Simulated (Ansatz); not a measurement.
Start from `F[SiH]([SiH3])Cl` and change one atom or group to get `[NH2][AlH][SiH]([SiH3])Cl`.

Ansatz, PBE0-D4/def2-TZVP geometries, multiplicity 1. Each molecule was computed in one conformer, which needn't be the lowest.

```
                                          property  `F[SiH]([SiH3])Cl`
               HOMO–LUMO gap (PBE/def2-TZVPP) / eV                5.72
              HOMO–LUMO gap (PBE0/def2-TZVPP) / eV                7.81
  size of the dipole moment (B3LYP/def2-TZVPP) / D                1.59
             HOMO energy (ωB97M-V/def2-TZVPP) / eV              -10.45
size of the dipole moment (ωB97M-V/def2-TZVPP) / D                1.58
             HOMO–LUMO gap (B3LYP/def2-TZVPP) / eV                7.44
```

What does the change do to each property? (An estimate is asked.)

The calculation gave: 
| property | `[NH2][AlH][SiH]([SiH3])Cl` | shift |
| --- | --- | --- |
| HOMO–LUMO gap (PBE/def2-TZVPP) / eV | 3.82 | -1.90 |
| HOMO–LUMO gap (PBE0/def2-TZVPP) / eV | 5.65 | -2.16 |
| size of the dipole moment (B3LYP/def2-TZVPP) / D | 2.37 | 0.78 |
| HOMO energy (ωB97M-V/def2-TZVPP) / eV | -9.18 | 1.27 |
| size of the dipole moment (ωB97M-V/def2-TZVPP) / D | 2.39 | 0.81 |
| HOMO–LUMO gap (B3LYP/def2-TZVPP) / eV | 5.31 | -2.13 |

With PBE0 the HOMO rises by 1.16 eV and the LUMO falls by 1.00 eV, so the gap narrows by about 2.16 eV. PBE moves the HOMO by 1.00 eV and ωB97M-V by 1.27 eV. Dipoles are sizes alone; their direction can turn.

B3LYP here is the variant with VWN-RPA as its local correlation; programs differ in this.
